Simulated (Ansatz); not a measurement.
A run on CH₅BN₂O, SMILES `N=COBN` with other settings.

```yaml
crystal:
  periodic: [false, false, false]
  atoms:
    - {symbol: N, position_ang: [-0.240833, 1.480841, 0.528158]}
    - {symbol: C, position_ang: [0.223287, 0.570470, 1.269812]}
    - {symbol: O, position_ang: [0.450408, -0.683615, 0.881264]}
    - {symbol: B, position_ang: [0.221888, -1.217222, -0.395343]}
    - {symbol: N, position_ang: [-0.286814, -0.481100, -1.450536]}
    - {symbol: H, position_ang: [-0.323724, 2.347323, 1.049769]}
    - {symbol: H, position_ang: [0.496352, 0.696616, 2.321199]}
    - {symbol: H, position_ang: [0.502922, -2.372664, -0.507525]}
    - {symbol: H, position_ang: [-0.518911, 0.494716, -1.338095]}
    - {symbol: H, position_ang: [-0.441575, -0.886564, -2.355602]}
basis:
  gaussian: {orbitals: x2c-TZVPPall}
magnetization: {spin_polarized: true, initial_magnetization: 0}
hamiltonian: {xc: {name: PBE-QIDH}}
accuracy: high
```

```sh
$ ansatz run in.yaml --threads 2 --pin off --events-out ev --progress --plain --max-ram 4352MiB
```

Output, abridged:

```
Functional definition: PBE-QIDH
4025 factors; integrals over basis functions are off by at most 4.2e-8 eV
mean field evaluation 1: about -6806.2801 eV, gradient 3.9e1 eV
mean field evaluation 2: about -6806.4142 eV, gradient 3.9e1 eV
mean field evaluation 4: about -6812.0061 eV, gradient 3.1e0 eV
mean field evaluation 8: about -6812.0609 eV, gradient 2.9e-1 eV
mean field evaluation 16: about -6812.0615 eV, gradient 3.6e-4 eV
mean field -6812.06147652 eV, -250.3386418811 hartree, gradient 1.3e-8 eV, S^2 0.000000; 0 other end points of the search recorded, 0 dependent functions left out
5 core orbitals not correlated: weight in the atoms' cores, before any rotation towards them, 1.000 or more for the frozen orbitals, at most 0.000 for the correlated occupied ones
reference -6812.06147775 eV, -250.3386419262 hartree; 14, 14 occupied and 206, 206 virtual orbitals, 4025 factors
second order -27.70883249 eV of doubles, -0.00000000 eV of singles
Total energy: -6821.29775525 eV, -250.6780688637 hartree
Relativity: scalar
```

Run time 40 s (2 threads of an Arm Neoverse V1 on a shared host); peak host memory 1.6 GiB.
